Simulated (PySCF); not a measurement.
## Correlation energy of As⁺ (arsenic, charge +1)

[Ar] 3d10 4s2 4p2, high-spin 3P determinant. Calculation: PySCF 2.14, in 6-31G* (5s4p3d, 32 functions); the non-relativistic Hamiltonian (point nucleus). Frozen: [Ar] 3d10; 4 electrons correlated.

MP2 pair energies summed by pair of shells (mhartree):

```json
{"pair": "4s-4p", "energy": "-25.35", "share (%)": "60.3"}
{"pair": "4s-4s", "energy": "-12.52", "share (%)": "29.8"}
{"pair": "4p-4p", "energy": "-4.18", "share (%)": "9.9"}
```

Total MP2 correlation energy: -42.05 mhartree.

Same-spin part -6.63 and opposite-spin part -35.42 mhartree; SCS-MP2 scales them by 1/3 and 6/5 to -44.71 mhartree.

| level | correlation energy (mhartree) |
| --- | --- |
| CCSD | -58.68 |
| (T) | -0.67 |
| CCSD(T) | -59.35 |

Diagnostics: T1 = 0.0066, D1 = 0.0183, largest double amplitude 0.098.

Is a single reference adequate?

Mostly. T1 lies below 0.03, but a double amplitude of this size points to a near-degeneracy that CCSD handles and MP2 describes poorly.
